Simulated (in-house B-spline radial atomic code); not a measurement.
Configurations of Pb8+, with energies counted from [Xe] 4f14 5d6. All numbers are computed (Dirac-Hartree-Fock, average of configuration; Fermi nucleus of rms radius 5.5012 fm) with a radial B-spline atomic code at the basis-set limit, not measured. Energies include first-order Breit, QED and recoil terms.

Occupations are held fixed; configurations that lie above the ionisation limit could autoionise.

| configuration | E - E(ref) (eV) | highest orbital | its <r> (bohr) |
| --- | --- | --- | --- |
| [Xe] 4f14 5d5 6s1 | 31.072 | 6s1/2 | 1.75 |
| [Xe] 4f14 5d5 7p1 | 86.101 | 7p3/2 | 3.418 |
| [Kr] 4d10 4f14 5s2 5p5 5d6 5f1 | 140.68 | 5f7/2 | 1.686 |
| [Kr] 4d10 4f14 5s2 5p5 5d6 5g1 | 172.82 | 5g7/2 | 2.898 |
| [Kr] 4d10 4f14 5s2 5p5 5d6 6g1 | 186.38 | 6g7/2 | 4.647 |
| [Xe] 4f13 5d6 8p1 | 236.04 | 8p3/2 | 5.096 |
| [Xe] 4f13 5d6 9p1 | 246.34 | 9p3/2 | 7.128 |

(1) Order these further configurations by energy, lowest first.
A. [Kr] 4d10 4f14 5s2 5p5 5d6 7s1
B. [Xe] 4f13 5d7
C. [Kr] 4d10 4f14 5s2 5p5 5d6 9s1
D. [Xe] 4f13 5d6 9g1
E. [Xe] 4f13 5d6 6g1

(2) How far above the reference does [Xe] 4f14 5d5 9g1 lie?

(3) How far above the reference does [Kr] 4d10 4f14 5s2 5p5 5d7 lie?

Answers

(1) B (128.98 eV), A (156.14 eV), C (189.66 eV), E (240.68 eV), D (258.17 eV).

(2) 126.06 eV; its least bound orbital is 9g7/2 with <r> = 12.01 bohr.

(3) 77.286 eV; its least bound orbital is 5d5/2 with <r> = 1.149 bohr.
